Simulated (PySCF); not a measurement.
A PySCF script (with the pyscf-properties extension) for the NMR shieldings of `Cc1cccc([PH-])c1`, [C7H8P]-, on a GFN2-xTB geometry:

```python
import basis_set_exchange as bse
import numpy as np
from pyscf import gto, dft
from pyscf.prop import nmr

atoms = """
C    -2.134564   -0.922024   -0.136663
C    -0.830033   -0.173998   -0.038191
C    -0.826260    1.219172   -0.032606
C     0.388043    1.893423    0.037874
C     1.574193    1.205377    0.099515
C     1.604578   -0.204318    0.093883
P     3.154370   -1.041576    0.173798
C     0.361933   -0.862763    0.023728
H    -2.945072   -0.350170    0.315820
H    -2.392675   -1.101085   -1.183385
H    -2.067569   -1.888635    0.361165
H    -1.759882    1.768243   -0.080440
H     0.394818    2.979816    0.045276
H     2.514931    1.739627    0.155062
H     2.605904   -2.304939    0.134441
H     0.349685   -1.947207    0.019312
"""
names = dict.fromkeys(["C", "P", "H"], "pcSseg-1")
basis = {el: gto.basis.parse(bse.get_basis(n, elements=[el], fmt="nwchem")) for el, n in names.items()}
mol = gto.M(atom=atoms, basis=basis, charge=-1, verbose=0)
mf = dft.RKS(mol, xc="PBE0")
mf.grids.level = 2
mf.grids.alignment = dft.numint.BLKSIZE   # the property module wants whole blocks of grid points
mf.conv_tol = 1e-9
mf.kernel()

calc = nmr.RKS(mf)   # GIAO
C = mf.mo_coeff
Co = C[:, mf.mo_occ > 0]
resp = mf.gen_response(singlet=True, hermi=2)
def vind(x):   # induced exchange potential for any number of trial vectors
    d = np.einsum("pi,xij,qj->xpq", C, 2 * x.reshape(-1, C.shape[1], Co.shape[1]), Co, optimize=True)
    return np.einsum("xpq,pi,qj->xij", resp(d - d.transpose(0, 2, 1)), C, Co, optimize=True).ravel()
mo1, _ = nmr.rhf.solve_mo1(calc, with_cphf=vind)
sigma = calc.kernel(mo1)
for i, s in enumerate(sigma):   # ppm
    w = np.linalg.eigvalsh((s + s.T) / 2)
    print("%2d %-2s iso %8.1f  s11 %8.1f  s22 %8.1f  s33 %8.1f" % (i, mol.atom_pure_symbol(i), w.mean(), *w))
```

Question: Give the expected output.

Answer: 
```
 0 C  iso    162.3  s11    137.7  s22    159.6  s33    189.6
 1 C  iso     53.2  s11    -52.2  s22     43.6  s33    168.3
 2 C  iso     79.2  s11     -7.5  s22     90.2  s33    154.8
 3 C  iso     58.3  s11    -49.4  s22     61.5  s33    162.8
 4 C  iso     60.4  s11    -38.9  s22     63.9  s33    156.3
 5 C  iso      3.8  s11   -122.1  s22    -38.5  s33    171.9
 6 P  iso    414.2  s11    204.1  s22    380.1  s33    658.5
 7 C  iso     56.4  s11    -38.6  s22     84.2  s33    123.6
 8 H  iso     30.3  s11     26.2  s22     29.6  s33     35.3
 9 H  iso     29.6  s11     26.3  s22     27.2  s33     35.3
10 H  iso     30.1  s11     25.9  s22     29.7  s33     34.9
11 H  iso     26.7  s11     24.3  s22     26.6  s33     29.1
12 H  iso     25.7  s11     23.5  s22     26.1  s33     27.6
13 H  iso     25.1  s11     22.3  s22     23.2  s33     29.8
14 H  iso     29.5  s11     24.3  s22     30.3  s33     33.9
15 H  iso     24.7  s11     21.3  s22     21.7  s33     31.3
```

These numbers come from an equivalent density-fitted implementation of the same equations, which agrees with the script to about 0.01 ppm for H and up to a few tenths of a ppm for heavy atoms, so last digits may differ.

Question: Turn these shieldings into chemical shifts. δ = σ(ref) − σ, references computed at the same level: 13C (186.93 ppm), 1H (31.72 ppm) against TMS; 31P (318.38 ppm) against H3PO4.

Answer: Averaging equivalent atoms: C 5: 183.2; C 1: 133.7; C 7: 130.5; C 3: 128.7; C 4: 126.5; C 2: 107.7; C 0: 24.7; P 6: -95.8; H 15: 6.98; H 13: 6.63; H 12: 5.99; H 11: 5.06; H 14: 2.21; H 8/9/10: 1.69 ppm. Experimental scales use liquid or dissolved standards, which lie at an offset from isolated H3PO4.

Size and cost of the density-fitted run: 183 basis functions, 24 s wall time on 1 thread of an Arm Neoverse V2, shared host; peak memory 0.96 GiB.
